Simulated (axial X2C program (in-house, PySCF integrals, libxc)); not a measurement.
# Outer orbitals of CoS⁺ at 2.031 Å, HF

All values were computed with an axial X2C code built on PySCF integrals. Spin-free means the one-electron spin-free X2C Hamiltonian; two-component (2c) means X2C with spin–orbit coupling and atomic mean-field two-electron Coulomb and Gaunt terms, so the difference of the two also holds small scalar two-electron terms. Basis: Co dyall-cv3z [9s10p6d3f2g], S dyall-av3z [9s8p3d2f] (cores contracted in-house); Gaussian nuclei, density fitting, unrestricted open shells. Masses: Co 58.933 u, S 31.972 u.

The distance is close to the 2c PBE0 minimum; the highest filled and lowest empty levels are listed.

Spin-free orbitals, state M_S = 2, Λ = 2 (beyond evenly filled blocks: σα, π+α, π-α, δ+α, δ+β, δ-α) (Löwdin shares):

```csv
symmetry,occupied,ε (eV),atomic character
σα,yes,-31.75,"66% S s, 20% Co d, 8% Co p"
σβ,yes,-28.78,"74% S s, 10% Co p, 8% Co d"
σα,yes,-27.56,"82% Co d, 12% S s"
π+α,yes,-27.49,98% Co d
π-α,yes,-27.49,98% Co d
δ-α,yes,-26.93,100% Co d
δ+α,yes,-26.93,100% Co d
δ+β,yes,-23.59,100% Co d
π+β,yes,-23.35,98% Co d
σβ,yes,-17.55,"75% S p, 8% Co s, 7% S s"
σα,yes,-17.17,"72% S p, 19% Co s, 4% S s"
π+α,yes,-16.86,"88% S p, 6% Co p, 5% Co d"
π-α,yes,-16.86,"88% S p, 6% Co p, 5% Co d"
π-β,yes,-15.35,"80% S p, 12% Co d, 6% Co p"
σα,no,-6.77,"42% Co s, 37% Co p, 13% S p"
σβ,no,-6.36,"51% Co s, 30% Co p, 9% S p"
π+β,no,-5.57,"66% S p, 31% Co p, 2% Co d"
π-α,no,-3.73,"79% Co p, 9% S d, 6% S p"
π+α,no,-3.73,"79% Co p, 9% S d, 6% S p"
```

Spinors with spin–orbit coupling (state Ω = 4):

```
   ω  occupied  ε (eV)             atomic character  λ mixture
 1/2       yes  -31.75   66% S s, 20% Co d, 8% Co p     100% σ
-1/2       yes  -28.78   74% S s, 10% Co p, 8% Co d     100% σ
 1/2       yes  -27.55            82% Co d, 12% S s     100% σ
-1/2       yes  -27.52                     98% Co d     100% π
 3/2       yes  -27.43                     98% Co d     100% π
-3/2       yes  -27.00                    100% Co d     100% δ
 5/2       yes  -26.82                    100% Co d     100% δ
 3/2       yes  -23.67                    100% Co d     100% δ
 1/2       yes  -23.38                     98% Co d     100% π
-1/2       yes  -17.55     75% S p, 8% Co s, 7% S s     100% σ
 1/2       yes  -17.17    72% S p, 19% Co s, 4% S s     100% σ
-1/2       yes  -16.89    88% S p, 6% Co p, 5% Co d     100% π
 3/2       yes  -16.83    88% S p, 6% Co p, 5% Co d     100% π
-3/2       yes  -15.32   80% S p, 12% Co d, 6% Co p     100% π
 1/2        no   -6.77  42% Co s, 37% Co p, 13% S p     100% σ
-1/2        no   -6.35   51% Co s, 30% Co p, 9% S p     100% σ
 1/2        no   -5.59   66% S p, 30% Co p, 2% Co d     100% π
-1/2        no   -3.74     79% Co p, 9% S d, 6% S p     100% π
```

Mulliken charges and populations of the two-component result (they depend on the basis, above all on diffuse functions):

Co 1.31 e (s 6.39 p 12.17 d 7.13), S -0.31 e (s 5.97 p 10.27 d 0.07 f 0.01). ⟨Lz⟩ = 2.00 ħ and ⟨Sz⟩ = 2.00 ħ (1.51 and 0.49 on the two atoms), which add up to Ω.

The state is one determinant whose occupation by symmetry is held fixed; it was picked as the lowest of a PBE0 search that is not exhaustive. Other states lie close and PBE0, whose exact exchange favours high spin, may order them wrongly; the determinant shown need not be the ground state. The nearest other spin-free determinant of the search, M_S = 1, Λ = 4, lies 0.78 eV up at the distance of the search. With several unpaired electrons one determinant need not be a pure state. Open-shell Ω = 0 determinants with evenly filled partner blocks cannot be reached by this program, so the Ω shown need not be the lowest component. The stretched end of a curve changes character and is left out.
